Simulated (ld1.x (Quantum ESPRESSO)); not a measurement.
## Before and after: TM semilocal potential for boron (B)

```json
{
  "Element": "B",
  "Generator": "ld1.x (Quantum ESPRESSO) 7.5",
  "Type": "norm-conserving Troullier–Martins (semilocal form)",
  "Functional": "LDA (PZ)",
  "Relativity": "scalar-relativistic",
  "Frozen core": "[He]",
  "Valence charge": "3",
  "Reference configuration": "2s1.75 2p1.25",
  "Partial waves": "2s (bound): rc 1.10 bohr; 3d channel at 0.25 Ry: rc 2.65 bohr; 2p (bound): rc 2.90 bohr",
  "Local potential": "the p channel",
  "Core correction": "Bessel-smoothed model core inside 1.10 bohr"
}
```

Change: all radii but the core radius scaled by about 1.33 (s 1.46, p 3.84, d 3.52 bohr).

Cutoffs: the cutoffs (Ry, on a coarse ladder) from which the occupation-weighted sum of valence levels, in a spherical-Bessel basis at the reference potential, stays within 10 and 1 mRy of its value at 400 Ry; they do not see the model core or the augmentation charge, which bear on the density cutoff. Errors are all-electron minus pseudo energies relative to the spin-unpolarised reference configuration.

**Question.** How do hardness, ghosts and transferability respond?

**Answer.** The potential gets softer (21 Ry and 70 Ry → 18 Ry and 50 Ry); of the 9 tests that both files solve, the error grows in 7 and shrinks in 2 by more than 15 % and 0.3 meV (median size 20.7 → 41.9 meV); neither file shows a bound ghost. A larger radius leaves more room for a smooth pseudo-wave, so fewer plane waves are needed. A semilocal file is local in each channel, so a ghost entry of none says nothing of the separable form that plane-wave codes build from it.

| quantity | base | changed |
| --- | --- | --- |
| cutoff, loose | 21 Ry | 18 Ry |
| cutoff, tight | 70 Ry | 50 Ry |
| loose cutoff by channel (10 mRy a level) | s 18 Ry, p 12 Ry | s 18 Ry, p 8 Ry |
| bound ghosts | none | none |
| error for 2s2 2p1, meV [ΔE -1.42 eV] | -0.6 | -2.4 |
| error for 2s2 2p0, meV [ΔE 6.91 eV] | +89 | +232 |
| error for 2s1 2p0, meV [ΔE 32.21 eV] | +285 | +690 |
| error for 2s2 2p0.5, meV [ΔE 1.52 eV] | +15 | +42 |
| error for 2s2 2p1.3, meV [ΔE -2.19 eV] | -2.4 | -7.1 |
| error for 2s0 2p3, meV [ΔE 9.98 eV] | -26 | -117 |
| error for 2s1 2p1, meV [ΔE 12.86 eV] | -26 | -53 |
| error for 2s1.75 2p1.25 (spin-polarised), meV [ΔE -0.56 eV] | +21 | +3.5 |
| error for 2s2 2p1 (spin-polarised), meV [ΔE -1.65 eV] | +6.9 | -2.3 |
